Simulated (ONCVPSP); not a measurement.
## An all-electron radial function and its pseudo partner (Be (Z = 4))

Columns: radius, all-electron u(r) and pseudo u(r) of the 2p shell (level -2.25 eV) of beryllium in the configuration 1s2 2s1.5 2p0.5; PBEsol, scalar-relativistic, ONCV scheme, ONCVPSP 4.0.1.

| r (bohr) | all-electron | pseudo |
| --- | --- | --- |
| 0.200 | 0.0425 | 0.0141 |
| 0.400 | 0.1233 | 0.0547 |
| 0.600 | 0.2087 | 0.1172 |
| 0.800 | 0.2867 | 0.1945 |
| 1.000 | 0.3537 | 0.2783 |
| 1.200 | 0.4100 | 0.3604 |
| 1.400 | 0.4559 | 0.4335 |
| 1.600 | 0.4905 | 0.4926 |
| 1.800 | 0.5147 | 0.5350 |
| 2.000 | 0.5294 | 0.5604 |
| 2.200 | 0.5361 | 0.5702 |
| 2.400 | 0.5358 | 0.5674 |
| 2.600 | 0.5299 | 0.5552 |
| 2.800 | 0.5193 | 0.5370 |
| 3.000 | 0.5051 | 0.5157 |
| 3.200 | 0.4881 | 0.4933 |
| 3.400 | 0.4690 | 0.4709 |
| 3.600 | 0.4485 | 0.4489 |
| 3.800 | 0.4271 | 0.4271 |
| 4.000 | 0.4052 | 0.4052 |
| 4.200 | 0.3833 | 0.3833 |
| 4.400 | 0.3616 | 0.3616 |
| 4.600 | 0.3404 | 0.3404 |
| 4.800 | 0.3199 | 0.3199 |
| 5.000 | 0.3001 | 0.3001 |
| 5.200 | 0.2812 | 0.2812 |

(1) How many radial nodes do the two functions have?

(2) At about which radius was the pseudo-wave matched?

(3) Where does each function peak?

(4) Is the pseudo-wave norm-conserving?

Results:

(1) The all-electron 2p function has n − l − 1 = 0; the pseudo-wave has 0.

(2) 4.00 bohr. The columns agree to 0.0005 from 3.60 bohr on; several derivatives are matched, so the curves merge somewhat inside the radius.

(3) Outermost all-electron maximum near 2.20 bohr, pseudo maximum near 2.20 bohr (to the table’s step).

(4) Yes: the ONCV scheme keeps the norm inside the radius equal to the all-electron one, which fixes the energy derivative of the logarithmic derivative at the level.
